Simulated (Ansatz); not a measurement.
Geometry optimisation, UKS B3LYP/def2-SVP (Ansatz).

The input (input.yaml):

```yaml
crystal:
  periodic: [false, false, false]
  atoms:
    - { symbol: B, position_ang: [0.0, 0.0, 0.0] }
    - { symbol: H, position_ang: [0.0, 0.0, 1.44] }
    - { symbol: Cl, position_ang: [1.6108, 0.0, -0.93] }
    - { symbol: "N", position_ang: [-1.3423, 0.0, -0.775] }
    - { symbol: H, position_ang: [-2.0112, -0.8164, -0.6764] }
    - { symbol: H, position_ang: [-1.5914, 0.8164, -1.4036] }
    - { symbol: O, position_ang: [0.0, 0.0, 2.75] }
    - { symbol: H, position_ang: [-0.5144, -0.8011, 3.0871] }
magnetization:
  spin_polarized: true
  initial_magnetization: 1
basis:
  gaussian: { orbitals: def2-SVP }
hamiltonian:
  xc: b3lyp
relax:
  f_tol: 0.15
  max_steps: 25
  restrain:
    - { distance: [1, 6], at: 1.01, k: 30.0 }
    - { distance: [0, 1], at: 2.39, k: 30.0 }
output:
  orbitals: {}
```

Command:

```bash
$ ansatz run input.yaml --threads 2 --pin off --max-ram 3072MiB --backend cpu --events-out ev --progress --plain --runs-dir out
```

**Question.** Where does it end, and by what steps?

**Answer.** The run converged. The restraints hold the end off the free minimum. After 20 steps the energy has fallen by 2.075 eV (the restraints' own energy left out); H5 moved furthest, 1.40 Å. Joined: H2–O7 (1.31 → 0.99 Å).

| step | energy less start (eV) | largest force component (eV/Å) | accepted |
| --- | --- | --- | --- |
| 0 | 0.0000 | 2.435 | yes |
| 1 | -0.7531 | 2.904 | yes |
| 2 | -1.0665 | 3.854 | yes |
| 3 | -1.5256 | 1.103 | yes |
| 4 | -1.7684 | 1.265 | yes |
| 5 | -1.7191 | 2.098 | no |
| 6 | -1.8085 | 1.021 | yes |
| 7 | -1.8335 | 0.865 | yes |
| 8 | -1.8756 | 0.722 | yes |
| 9 | -1.8790 | 0.681 | yes |
| 10 | -1.8530 | 1.405 | no |
| 11 | -1.8859 | 0.691 | yes |
| 12 | -1.8938 | 0.696 | yes |
| 13 | -1.8985 | 0.870 | yes |
| 14 | -1.9080 | 1.418 | yes |
| 15 | -1.9969 | 0.601 | yes |
| 16 | -2.0283 | 1.072 | yes |
| 17 | -2.0631 | 0.700 | yes |
| 18 | -2.0226 | 1.373 | no |
| 19 | -2.0716 | 0.525 | yes |
| 20 | -2.0746 | 0.561 | yes |

```xyz
8
Properties=species:S:1:pos:R:3
B 0.366 0.084 -0.378
H -0.089 0.193 1.968
Cl 1.503 0.210 -1.715
N -1.005 0.005 -0.457
H -1.550 -0.048 0.406
H -1.539 0.023 -1.325
O -0.898 -0.177 2.402
H -0.635 -1.091 2.591
```

Time of the run: 58 s on 2 threads of Arm Neoverse V1, with other jobs on the host, peak memory 0.2 GiB.
